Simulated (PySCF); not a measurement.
**Structure elucidation problem**

An unknown has the formula C4H2F6. Its calculated NMR data are:

1H NMR (600 MHz, computed): δ 5.25 (ddt, J = 38.3, 3.4, 1.0 Hz, 1H), 5.16 (ddt, J = 12.2, 3.4, 2.1 Hz, 1H).

13C{1H} NMR (computed): δ 154.1 (dt, J = 342.1, 28.1 Hz), 121.9 (qtd, J = 355.8, 36.6, 3.9 Hz), 109.3 (tqd, J = 312.5, 41.0, 36.0 Hz), 93.0 (dt, J = 12.9, 5.4 Hz).

Method: spin–spin couplings from B3LYP/pcJ-1 (spin–dipole term only in couplings to heteroatoms), PBE0-D3(BJ)/def2-SVP structure, GIAO KT3/pcSseg-1 shieldings, in PySCF 2.14.0 with density-fitted response routines (isolated molecule, non-relativistic Hamiltonian, one averaged value for each set of equivalent atoms, one computed conformer).

Chemical shifts δ = σref − σ; TMS for 1H and 13C, all at this level.

Question: Propose a structure and justify it.

Answer: 
- Rings plus π bonds: 1 (no ring in the answer).
- 4 carbon signals for 4 carbons: no two carbons are equivalent.
- Carbon types of the structure: 3 × C, 1 × CH2, which accounts for all hydrogens.
- δC 154.1: fully substituted alkene carbon; as expected for a trigonal carbon in a double bond.
- δC 121.9: CF3 carbon; 3 electronegative neighbours deshield it.
- δC 109.3: allylic fully substituted sp3 carbon bonded to 2 F; 2 electronegative neighbours deshield it.
- δC 93.0: terminal =CH2 carbon.
- δH 5.25, 5.16: hydrogen on a terminal =CH2 carbon; olefinic region.
- The protons at 5.16 and 5.25 share a coupling of 3.4 Hz (geminal).

These data were computed for SMILES C=C(F)C(F)(F)C(F)(F)F.

The shifts were computed for this structure.

C–F couplings over four or more bonds (about 3 Hz to the para carbon of a fluoroarene) are left out. Common functionals overestimate the size of one-bond C–F couplings by tens of Hz; these are unscaled. Splittings below 1 Hz are ignored in the labels, and close J values are merged. Shifts are as computed, not scaled to solution data. Of 1211 compounds with measured shifts, 218 miss one by over three times the rms of a fit or turn the order of signals round; such compounds aren't used in these exercises.
